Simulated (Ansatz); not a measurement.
`BSB(O)Cl` + `C=CCl` → `OBCl` + `BSC(=C)Cl`  (formal exchange of groups at a B–S bond)

Calculated with Ansatz (gas phase, PBE0-D4/def2-TZVP geometries, no zero-point term in ΔE). CCSD(T)/CBS is the MP2 limit (def2-TZVPP, def2-QZVPP) plus CCSD(T) − MP2 in def2-TZVPP, frozen cores. This one scheme is used for every species. DFT in def2-TZVPP. HSE06 is defined as in plane-wave codes. Each species was taken in one conformer, which may not be the lowest.

`BSB(O)Cl`:

Cartesian coordinates in Å:
```
B 0.450 -0.960 -1.477
S 0.779 -0.645 0.244
B -0.392 0.661 0.805
O -0.330 1.068 2.086
Cl -1.589 1.417 -0.220
H -0.400 -0.373 -2.063
H 1.137 -1.790 -1.982
H 0.344 0.621 2.608
```

`C=CCl`:

Cartesian coordinates in Å:
```
C -0.587 -0.390 0.221
C 0.456 0.376 -0.040
Cl 1.332 0.315 -1.520
H -0.961 -1.115 -0.490
H -1.090 -0.296 1.176
H 0.850 1.109 0.653
```

`OBCl`:

```xyz
5

O    -0.283    0.129    1.015
B     0.337    0.171   -0.172
Cl   -0.308   -0.696   -1.568
H    -1.085   -0.404    1.017
H     1.339    0.800   -0.293
```

`BSC(=C)Cl`:

```xyz
9

B     1.433   -0.290   -1.571
S     1.114   -0.221    0.153
C    -0.598    0.114    0.436
C    -1.035    0.220    1.684
Cl   -1.667    0.294   -0.895
H     2.577   -0.514   -1.819
H     0.598   -0.131   -2.397
H    -0.346    0.104    2.511
H    -2.076    0.423    1.898
```

```tsv
level	ΔE (eV)
LDA (SPW92)	0.72
revPBE-D4	0.75
HSE06	0.83
CAM-B3LYP	0.83
LC-ωPBE	0.87
HF/def2-SVP	1.04
MP2/def2-SVP	0.88
CCSD/def2-SVP	0.91
```

**Question.** What does CCSD(T)/CBS give? (Estimate.)

**Answer.** Computed: +0.83 eV. The listed levels differ from it by -0.11, -0.08, 0.00, 0.00, 0.04, 0.21, 0.05, 0.08 eV.

Largest T1 diagnostic among the species: 0.014.

In def2-TZVPP, CCSD(T) changes the Hartree–Fock value by −0.12 eV (the triples alone add −0.03 eV) and MP2 by −0.15 eV. Leaving LDA and LC-ωPBE aside and taking each functional with its dispersion term where it has one, the values, not all of them listed here, spread over 0.13 eV, from BLYP-D4 to B97M-V. LDA lies −0.05 eV from PBE without D4.
